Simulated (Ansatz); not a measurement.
Basis sets compared for Hg₃H₁₂Se₃. Total charge 0; singlet. Geometry PBE-D4/def2-SVP. Ansatz on 4 threads of AMD EPYC 9B14 on a shared host; times are rough, and most runs start from earlier orbitals.

```xyz
18

Hg    3.377    2.052    0.418
Hg   -3.489    1.747    0.737
Hg    0.115   -3.798   -1.160
Se    2.089   -1.045   -0.443
Se   -2.023   -1.234   -0.240
Se   -0.067    2.272    0.707
H     3.308    2.562   -1.170
H     3.524    1.590    2.016
H    -3.613    2.244   -0.852
H    -3.446    1.290    2.343
H     0.014   -3.352   -2.766
H     0.219   -4.333    0.418
H     2.936   -1.192   -1.652
H     3.065   -1.809    0.372
H    -2.950   -1.445   -1.379
H    -2.863   -2.082    0.641
H    -0.157    3.568   -0.010
H    -0.040    2.965    2.019
```

In the def2 sets Hg takes a core potential; there is no spin–orbit coupling. In the singlet geometry the species has come apart into loosely held pieces.

Binding counts from free atoms (Hg singlet, Se triplet, H doublet) in the same basis, without a counterpoise term.

```
           level  functions  energy (Eh)  HOMO (eV)  LUMO (eV)  binding per atom (eV)  wall time
 PBE-D4/def2-SVP        252   -7670.3304      -6.21      -1.47                   1.82      3.2 s
PBE0-D4/def2-SVP        252   -7670.4530      -7.33      -0.53                   1.79        7 s
```

Problem. Estimate the rows for PBE-D4/def2-TZVP (with forces), PBE0-D4/def2-TZVP.

Solution. 
```csv
level,functions,energy (Eh),HOMO (eV),LUMO (eV),binding per atom (eV),wall time
PBE-D4/def2-TZVP (with forces),345,-7671.2570,-6.25,-1.79,1.84,6 s
PBE0-D4/def2-TZVP,345,-7671.3789,-7.33,-0.90,1.82,14 s
```
